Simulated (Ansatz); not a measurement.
Two isomers of C2H9NOSi: A = `OCCN[SiH3]`, B = `CCO[SiH2]N`.

Isolated molecules relaxed with PBE0-D4/def2-TZVP in Ansatz; ΔE leaves out vibrations. CCSD(T)/CBS is the MP2 limit (def2-TZVPP, def2-QZVPP) plus CCSD(T) − MP2 in def2-TZVPP, frozen cores. Functionals use def2-TZVPP. B3LYP here is the variant with VWN-RPA as its local correlation; programs differ in this. Each species was taken in one conformer, which may not be the lowest.

(1) Which isomer does CCSD(T)/CBS put lower? Give the gap. (An estimate is asked.)

(2) Give E(B) − E(A) in kcal/mol with MP2/def2-TZVPP, B3LYP-D4, CCSD/def2-TZVPP, ωB97M-V, r2SCAN-D4, B2PLYP, PBE0-D4. (Estimate.)

Largest T1 diagnostic: 0.011.

Answers

(1) Ansatz gave: B, by 43.8 kcal/mol.

(2) Ansatz gave: MP2/def2-TZVPP -44.4, B3LYP-D4 -43.4, CCSD/def2-TZVPP -43.3, ωB97M-V -43.4, r2SCAN-D4 -43.8, B2PLYP -44.3, PBE0-D4 -41.5. None reverses the order clearly.

From PBE to PBE0 (25 % exact exchange), in def2-TZVPP and without D4, E(B) − E(A) moves by −0.9 kcal/mol. In def2-TZVPP, CCSD(T) changes the Hartree–Fock value by +2.4 kcal/mol (the triples alone add +0.3 kcal/mol) and MP2 by +1.0 kcal/mol.
